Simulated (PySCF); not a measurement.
## Correlation energy of Al (aluminium, neutral)

[Ne] 3s1 3p1 3d1, one real determinant (an excited configuration). All numbers are calculated (PySCF 2.14, scalar relativity by spin-free X2C-1e, in dyall-acv3z (19s12p6d4f, 113 functions)). Frozen: [Ne]; 3 electrons correlated; the 22 highest virtual orbitals of each spin left out.

```
  level  correlation energy (mhartree)
   CCSD                         -18.16
    (T)                          -3.37
CCSD(T)                         -21.53
```

Diagnostics: T1 = 0.050, D1 = 0.1163, largest double amplitude 0.467.

Problem. Is a single reference adequate?

Solution. Not fully. The real determinant used has ⟨L²⟩ near 8 against 12 for a pure F term, so it mixes terms. The outer electron is Rydberg-like, and this basis confines it to a smaller radius and binds it less than a complete one would. T1 exceeds 0.03, a sign that the reference determinant is poor. A double-excitation amplitude exceeds 0.15, a sign of near-degeneracy.

The reference is one real determinant that mixes LS terms of this configuration.
